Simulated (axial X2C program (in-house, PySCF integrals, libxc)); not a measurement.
**Excited states of GeO by EOM-EE-CCSD**

Calculated with an in-house all-electron X2C program for linear molecules (integrals from PySCF): two-component X2C with atomic mean-field Coulomb and Gaunt terms, Gaussian nuclei, basis Ge dyall-acv3z, O dyall-av3z with contracted cores.

R = 1.618 Å (near the PBE0 minimum at charge 0 of the determinant lowest at the starting distance; the state shown can have its own minimum elsewhere).

Hartree–Fock spinors of GeO (one of each Kramers pair; a window near the gap, which can cut inner shells):

| ω | occupied | ε (eV) | character |
| --- | --- | --- | --- |
| 1/2 | yes | -16.84 | 52% O p, 36% Ge s, 7% O s |
| 3/2 | yes | -12.22 | 78% O p, 14% Ge p, 5% Ge d |
| 1/2 | yes | -12.19 | 77% O p, 14% Ge p, 5% Ge d |
| 1/2 | yes | -11.62 | 36% O p, 30% Ge p, 27% Ge s |
| 1/2 | no | 0.34 | 76% Ge p, 11% Ge d, 9% O p |
| 3/2 | no | 0.37 | 77% Ge p, 10% Ge d, 9% O p |
| 1/2 | no | 0.77 | 69% Ge p, 30% Ge s |
| 1/2 | no | 1.41 | 62% Ge s, 27% Ge p, 8% Ge d |
| 1/2 | no | 1.52 | 86% Ge p, 7% Ge d, 4% O p |
| 3/2 | no | 1.56 | 86% Ge p, 7% Ge d, 4% O p |

Vertical excitation energies from the closed-shell determinant state of GeO:

```json
{"Ω": "0⁻", "excitation (eV)": "3.982", "cm⁻¹": "32114", "hole of the leading pair": "39% O pσ, 29% Ge pσ, 24% Ge sσ", "particle of the leading pair": "67% Ge pπ, 14% O pπ, 12% Ge dπ", "weight of the pair (for Ω = 0 its time-reversed partner can hold as much again)": "0.47", "singles weight": "0.95"}
{"Ω": "0⁺", "excitation (eV)": "3.983", "cm⁻¹": "32128", "hole of the leading pair": "39% O pσ, 30% Ge pσ, 25% Ge sσ", "particle of the leading pair": "67% Ge pπ, 14% O pπ, 12% Ge dπ", "weight of the pair (for Ω = 0 its time-reversed partner can hold as much again)": "0.47", "singles weight": "0.95"}
{"Ω": "1", "excitation (eV)": "4.036", "cm⁻¹": "32549", "hole of the leading pair": "40% O pσ, 30% Ge pσ, 24% Ge sσ", "particle of the leading pair": "67% Ge pπ, 14% O pπ, 12% Ge dπ", "weight of the pair (for Ω = 0 its time-reversed partner can hold as much again)": "0.47", "singles weight": "0.95"}
{"Ω": "1", "excitation (eV)": "4.055", "cm⁻¹": "32708", "hole of the leading pair": "78% O pπ, 14% Ge pπ", "particle of the leading pair": "66% Ge pπ, 19% O pπ, 6% O dπ", "weight of the pair (for Ω = 0 its time-reversed partner can hold as much again)": "0.48", "singles weight": "0.93"}
{"Ω": "0⁻", "excitation (eV)": "4.058", "cm⁻¹": "32732", "hole of the leading pair": "74% O pπ, 14% Ge pπ", "particle of the leading pair": "66% Ge pπ, 19% O pπ, 6% O dπ", "weight of the pair (for Ω = 0 its time-reversed partner can hold as much again)": "0.26", "singles weight": "0.93"}
{"Ω": "2", "excitation (eV)": "4.100", "cm⁻¹": "33065", "hole of the leading pair": "39% O pσ, 30% Ge pσ, 25% Ge sσ", "particle of the leading pair": "66% Ge pπ, 14% O pπ, 12% Ge dπ", "weight of the pair (for Ω = 0 its time-reversed partner can hold as much again)": "0.94", "singles weight": "0.95"}
{"Ω": "1", "excitation (eV)": "4.513", "cm⁻¹": "36397", "hole of the leading pair": "77% O pπ, 14% Ge pπ", "particle of the leading pair": "67% Ge pπ, 17% O pπ, 6% Ge dπ", "weight of the pair (for Ω = 0 its time-reversed partner can hold as much again)": "0.92", "singles weight": "0.92"}
{"Ω": "2", "excitation (eV)": "4.555", "cm⁻¹": "36735", "hole of the leading pair": "78% O pπ, 14% Ge pπ", "particle of the leading pair": "67% Ge pπ, 17% O pπ, 6% Ge dπ", "weight of the pair (for Ω = 0 its time-reversed partner can hold as much again)": "0.60", "singles weight": "0.92"}
{"Ω": "3", "excitation (eV)": "4.620", "cm⁻¹": "37265", "hole of the leading pair": "78% O pπ, 14% Ge pπ", "particle of the leading pair": "66% Ge pπ, 18% O pπ, 6% Ge dπ", "weight of the pair (for Ω = 0 its time-reversed partner can hold as much again)": "0.92", "singles weight": "0.92"}
```

This point took 29 s on 1 thread of Intel(R) Xeon(R) Processor @ 2.30GHz, on a shared host.

Reference electrons by ω block (each with its −ω partner): 1/2: 14, 3/2: 5, 5/2: 1. 10 electrons of GeO correlated (inner shells frozen), 88 natural virtual spinors (a truncated set); levels can be off by some tenths of an eV. Roots sought by Ω: (0: 5, 1: 4, 2: 3, 3: 1); the list ends where they run out and leaves out roots under 60 % singles weight. The solver can skip a root, and states that need a further excitation, which the method places far too high, are missing though they may lie low or lowest. T1 of the reference 0.033 (Lee–Taylor). Number of frozen shells: Ge 3 s, 2 p, 1 d; O 1 s. Large amplitudes in the reference (orbital relaxation or multireference character) lower the reliability.
